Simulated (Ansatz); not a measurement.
Reaction (ligand exchange at a Mo–O bond): `[OH][Mo]([OH])([OH])([OH])([OH])[F]` + HCl → `[OH][Mo]([OH])([OH])([OH])([F])[Cl]` + H₂O

Computed with Ansatz on PBE0-D4/def2-TZVP structures; ΔE is electronic, products minus reactants. CBS: MP2 limit from def2 TZ/QZ plus the TZ coupled-cluster correction, frozen cores. This one scheme is used for every species. Functionals use def2-TZVPP. def2 core potentials past Kr. For Mo outer-core shells are correlated without core-valence functions, which leaves a few kJ/mol of doubt a bond. Each species was taken in one conformer, which may not be the lowest.

```
  level  ΔE (kJ/mol)
BLYP-D4        -20.2
   BLYP        -15.6
```

Q: What does CCSD(T)/CBS give? (Estimate.)

A: Computed: -29.2 kJ/mol. The listed levels differ from it by 9.0, 13.6 kJ/mol.

Largest T1 diagnostic among the species: 0.026, so the coupled-cluster value is less sure than usual.

From BLYP to BHLYP (50 % exact exchange), in def2-TZVPP and without D4, ΔE moves by −5.8 kJ/mol. The D4 term adds −4.0 kJ/mol with B3LYP and −2.1 kJ/mol with PBE0; it sums over pairs of atoms, weighted by their polarisabilities, and B3LYP, whose exchange is more repulsive, gets the larger term. At CCSD(T), def2-SVP lies +15.7 kJ/mol from the extrapolated value and def2-TZVPP +9.9 kJ/mol.

B3LYP here is the variant with VWN-RPA as its local correlation; programs differ in this.
